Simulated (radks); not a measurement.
Q: The mean radii <r> (bohr) of the occupied orbitals of an atom or ion are listed with their occupations. Method: Dirac Kohn-Sham, XLYP, spin-unpolarised, spherical densities, finite nucleus; Fermi nuclear charge, rms radius of each element as measured or else 0.836 A^(1/3) + 0.57 fm; computed with a radial shooting solver on a logarithmic mesh with Libxc functionals.

| orbital | occ. | <r> |
|---|---|---|
| 1s1/2 | 2 | 0.03040 |
| 2s1/2 | 2 | 0.1312 |
| 2p1/2 | 2 | 0.1112 |
| 2p3/2 | 4 | 0.1164 |
| 3s1/2 | 2 | 0.3570 |
| 3p1/2 | 2 | 0.3481 |
| 3p3/2 | 4 | 0.3589 |
| 3d3/2 | 4 | 0.3302 |
| 3d5/2 | 6 | 0.3337 |
| 4s1/2 | 2 | 0.8230 |
| 4p1/2 | 2 | 0.8538 |
| 4p3/2 | 4 | 0.8744 |
| 4d3/2 | 1 | 0.9489 |

Name the element and its charge. Open shells, if any, fill j = l - 1/2 first.

A: Z = 48, cadmium, charge +11: Cd11+ in [Kr] 4d1. The 1s radius gives Z: for a bare nucleus <r> = (2 gamma + 1)/(2Z) with gamma = sqrt(1 - (Z/c)^2), 0.02993 bohr for Z = 48, and screening makes it slightly larger (0.03040 here). The occupations add up to 37, and the charge is Z minus that.
